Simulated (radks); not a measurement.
Values are calculated unless marked as measured or tabulated.
Coulomb parameter of the 4d shell of the rhodium ion Rh+ in the model configuration [Kr] 4d6.5 5s1.5, as a second difference U = [E(n + 0.5) + E(n - 0.5) - 2 E(n)] / (0.5)^2 with all orbitals relaxed. "Bare": the charge of the atom changes with n. "Screened": the 5s shell takes up the change at fixed total charge, which measures U(4d,4d) + U(5s,5s) - 2 U(4d,5s). Code: a radial shooting solver on a logarithmic mesh with Libxc functionals. Model: scalar-relativistic Kohn-Sham, PBE, spin-unpolarised, spherical densities, point nucleus.

case	configuration	E - E(n) (eV)
start	[Kr] 4d6.5 5s1.5	0.000
bare +0.5	[Kr] 4d7 5s1.5	-7.699
bare -0.5	[Kr] 4d6 5s1.5	10.717
screened +0.5	[Kr] 4d7 5s1	-2.524
screened -0.5	[Kr] 4d6 5s2	3.019

U(bare) = 12.072 eV, U(screened by 5s) = 1.981 eV, against the Slater integral F0(4d,4d) = 17.094 eV with frozen orbitals.
